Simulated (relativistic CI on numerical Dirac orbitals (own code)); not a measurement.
## Cu³⁺ in a cubic cluster: 2p photoemission with charge transfer

Computed with a charge-transfer multiplet model of a cubic metal-ligand cluster with up to 2 ligand holes, Slater and spin-orbit integrals from Dirac-Coulomb-Breit ions, Slater integrals scaled by 0.7. The ground state mixes d8 with configurations of k ligand holes L, whose averages lie at kΔ + k(k − 1)U_dd/2; a core hole lowers each added d electron by U_cd. 20 K, Lorentzian 0.6 eV and Gaussian 0.8 eV FWHM.

Atomic integrals in eV (Slater integrals scaled, ζ unscaled), ground: F2dd 9.683, F4dd 6.042, zeta_d 0.110; with the core hole: F2dd 10.861, F4dd 6.812, zeta_d 0.150, zeta_core 13.370, F2cd 6.618, G1cd 5.133, G3cd 2.922.

Cluster parameters (eV): Δ = 2, U_dd = 6.4, U_cd = 8.1, 10Dq(ligand) = 0.1, V(eg) = 1.5, V(t2g) = -0.79, final-state hopping factor = 1.

| Case | n_d | d8 | d9L | d10L2 | S |
| --- | --- | --- | --- | --- | --- |
| 10Dq = -0.6 eV | 8.10 | 0.90 | 0.10 | 0.00 | 1.00 |
| 10Dq = -0.3 eV | 8.22 | 0.78 | 0.21 | 0.01 | 1.00 |
| 10Dq = 0 eV | 8.23 | 0.78 | 0.22 | 0.01 | 1.00 |
| 10Dq = 0.3 eV | 8.22 | 0.79 | 0.21 | 0.01 | 1.00 |
| 10Dq = 0.9 eV | 8.20 | 0.81 | 0.19 | 0.00 | 1.00 |

Weights, n_d and S are thermal averages at 20 K. Binding energies count from the first peak over 30 % of the highest in each spectrum, which can be another peak from case to case. The parameters are a model scan and need not match a compound or its usual spin state. A negative ionic 10Dq is a model choice; hopping adds the covalent part of the field. Peaks in eV (height, largest 100):
- 10Dq = -0.6 eV: 0.0 (44), 4.9 (96), 7.0 (58), 9.5 (39), 21.0 (23), 23.6 (18), 27.3 (100), 29.9 (7)
- 10Dq = -0.3 eV: 0.0 (100), 4.6 (63), 8.0 (51), 10.8 (32), 20.8 (41), 24.7 (36), 28.8 (66)
- 10Dq = 0 eV: 0.0 (100), 4.7 (65), 8.3 (46), 10.7 (26), 20.5 (42), 24.7 (37), 28.7 (55), 30.4 (10)
- 10Dq = 0.3 eV: 0.0 (100), 4.8 (67), 8.3 (45), 10.8 (24), 20.5 (45), 24.8 (38), 28.7 (48), 30.5 (9)
- 10Dq = 0.9 eV: 0.0 (100), 4.7 (69), 7.4 (39), 8.0 (38), 10.6 (18), 20.4 (46), 24.8 (37), 28.3 (38)

For the case 10Dq = 0.3 eV, Δ = 2 eV is smaller than U_dd = 6.4 eV, the charge-transfer side of the Zaanen-Sawatzky-Allen scheme. With the core hole the average of the configuration with one ligand hole lies at Δ − U_cd = -6.1 eV before mixing: it lies below the unscreened one, so the lowest final states are mostly screened and the unscreened weight appears at higher binding energy as a satellite.
